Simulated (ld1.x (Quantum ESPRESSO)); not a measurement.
**lead (Pb), PAW: configuration errors across variants**

Pb, PAW, made with ld1.x (Quantum ESPRESSO) 7.5 (PBE, fully relativistic). Core [Xe] 4f14, reference 5d10 6s2 6p1.75 (charge +0.25). Waves: 6s (bound): rcut 1.65, rcutus 1.90 bohr; 6s channel at 0.25 Ry: rcut 1.65, rcutus 1.90 bohr; 6p (bound): rcut 1.70, rcutus 2.35 bohr; 6p channel at -0.05 Ry: rcut 1.70, rcutus 2.35 bohr; 5d (bound): rcut 1.75, rcutus 1.90 bohr; 5d channel at 1.75 Ry: rcut 1.75, rcutus 1.90 bohr. Local part: all-electron potential smoothed inside 1.60 bohr (lloc = -2). Core correction: Bessel-smoothed model core inside 1.15 bohr. Augmentation charge: PSQ, inside the norm-conserving radii.

Open shells are filled in proportion to 2j + 1 (rel_dist='average').

All-electron excitation energies from the reference (eV): (1) 5d10 6s2 6p2 -1.084; (2) 5d10 6s2 6p1 5.614; (3) 5d10 6s2 6p0 19.219; (4) 5d10 6s2 6p1.5 1.465; (5) 5d10 6s2 6p2.3 -1.916; (6) 5d10 6s0 6p4 16.395; (7) 5d10 6s1 6p0 51.625.

Tests that are not counted but printed errors over 1 eV. “wave 6s channel at 0.25 Ry: rcut 1.65, rcutus 1.90 bohr becomes 6s channel at -0.87 Ry: rcut 1.65, rcutus 1.90 bohr”: 5d10 6s1 6p0 (pseudo-atom not self-consistent, printed error +2.0 eV).

Errors AE − PS in meV (a dash: test not solved or not reliable):

```csv
change,(1),(2),(3),(4),(5),(6),(7),bound ghosts
base,-0.1,-0.2,-0.8,-0.2,-0.3,-2.9,-6.9,not determined
"wave 6s channel at 0.25 Ry: rcut 1.65, rcutus 1.90 bohr becomes 6s channel at -0.87 Ry: rcut 1.65, rcutus 1.90 bohr",-0.1,-0.2,-0.4,-0.2,-0.2,-2.9,–,not determined
"wave 6s channel at 0.25 Ry: rcut 1.65, rcutus 1.90 bohr becomes 6s channel at -0.79 Ry: rcut 1.65, rcutus 1.90 bohr",-0.1,-0.2,-0.6,-0.2,-0.2,-2.9,-5.7,not determined
"wave 6s channel at 0.25 Ry: rcut 1.65, rcutus 1.90 bohr becomes 6s channel at -0.74 Ry: rcut 1.65, rcutus 1.90 bohr",-0.1,-0.2,-0.6,-0.2,-0.2,-2.9,-6.1,not determined
"wave 6s channel at 0.25 Ry: rcut 1.65, rcutus 1.90 bohr becomes 6s channel at -0.48 Ry: rcut 1.65, rcutus 1.90 bohr",-0.1,-0.2,-0.8,-0.2,-0.3,-2.9,-6.8,not determined
"wave 6s channel at 0.25 Ry: rcut 1.65, rcutus 1.90 bohr becomes 6s channel at -0.26 Ry: rcut 1.65, rcutus 1.90 bohr",-0.1,-0.2,-0.8,-0.2,-0.3,-2.9,-6.9,not determined
"wave 6s channel at 0.25 Ry: rcut 1.65, rcutus 1.90 bohr becomes 6s channel at 0.03 Ry: rcut 1.65, rcutus 1.90 bohr",-0.1,-0.2,-0.8,-0.2,-0.3,-2.9,-6.9,not determined
"wave 6s channel at 0.25 Ry: rcut 1.65, rcutus 1.90 bohr becomes 6s channel at 0.85 Ry: rcut 1.65, rcutus 1.90 bohr",-0.1,-0.2,-0.8,-0.2,-0.3,-2.9,-6.9,not determined
"wave 6s channel at 0.25 Ry: rcut 1.65, rcutus 1.90 bohr becomes 6s channel at 1.76 Ry: rcut 1.65, rcutus 1.90 bohr",-0.1,-0.2,-0.8,-0.2,-0.3,-2.9,-6.8,not determined
"wave 6s channel at 0.25 Ry: rcut 1.65, rcutus 1.90 bohr becomes 6s channel at 6.01 Ry: rcut 1.65, rcutus 1.90 bohr",-0.1,-0.2,-0.2,-0.2,-0.3,-2.9,-4.6,not determined
```

**Question.** Give the same row for: wave 6s channel at 0.25 Ry: rcut 1.65, rcutus 1.90 bohr becomes 6s channel at 3.27 Ry: rcut 1.65, rcutus 1.90 bohr.

**Answer.** -0.1, -0.2, -0.7, -0.2, -0.2, -2.9, -6.6; bound ghosts: not determined.
